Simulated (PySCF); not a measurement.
**Structure from 2D NMR**

Compound of formula C$_{6}$H$_{5}$F$_{3}$O. Correlations simulated from computed shifts and the bond graph:

HSQC (one-bond C–H):
```tsv
δH	δC
7.45	132.9
7.12	149.7
6.75	149.7
6.53	140.4
5.96	132.9
```

COSY cross peaks (H two or three bonds apart, from the bond graph; peaks can be absent where the dihedral angle is near 90°):
```tsv
δH	δH
7.45	6.53
7.45	5.96
7.12	6.75
6.53	5.96
```

HMBC (two and three bonds, from the bond graph):
```tsv
δH	δC
7.45	140.8, 140.4
7.12	187.3, 140.8, 140.4
6.75	187.3, 140.8, 140.4
6.53	187.3, 149.7, 140.8, 132.9
5.96	140.8, 140.4
```

Carbons without hydrogens: δ 187.3, 140.8, 125.8.

No relativistic terms, no solvent model, equivalent nuclei averaged, single conformer. Shielding tensors at PBE0/pcSseg-1 (GIAO); coordinates at the GFN2-xTB level; PySCF 2.14.0 with density-fitted response routines.

References, each an isolated molecule treated in the same way: 1H and 13C against TMS.

Exchangeable hydrogens are left out of these lists.

Question: Which molecule is this?

Answer: `FC(C(C(C=C)=C)=O)(F)F`.

Numbering as in the mapped SMILES `[CH2:1]=[CH:2][C:3](=[CH2:4])[C:5](=[O:6])[C:7]([F:8])([F:9])[F:10]`. Hydrogens are named by the atom that carries them. Ha(C4) is cis to C2; Ha(C1) is cis to C3; Hb(C4) is trans to C2; Hb(C1) is trans to C3.

δC 187.3 is C5, a ketone carbonyl carbon. δC 149.7 is C4, a β carbon of a C=C–C=O unit (δH 6.75, 7.12). δC 140.8 is C3, an α carbon of a C=C–C=O unit. δC 140.4 is C2, an alkene CH (δH 6.53). δC 132.9 is C1, a terminal =CH2 carbon (δH 7.45, 5.96). δC 125.8 is C7, a CF3 carbon. HMBC from δH 7.45 reaches the proton-free carbon C3. HMBC from δH 7.12 reaches the proton-free carbons C5, C3. HMBC from δH 6.75 reaches the proton-free carbons C5, C3. HMBC from δH 6.53 reaches the proton-free carbons C5, C3. COSY links 7.45–6.53, 7.45–5.96, 7.12–6.75, 6.53–5.96.

The shifts were computed for this structure.

Shifts are as computed. Against solution values, carbons near 30 ppm lie about +3 ppm off and those near 130 ppm about +5 ppm. Of 1211 compounds with measured shifts, 218 miss one by over three times the rms of a fit or turn the order of signals round; such compounds aren't used in these exercises.
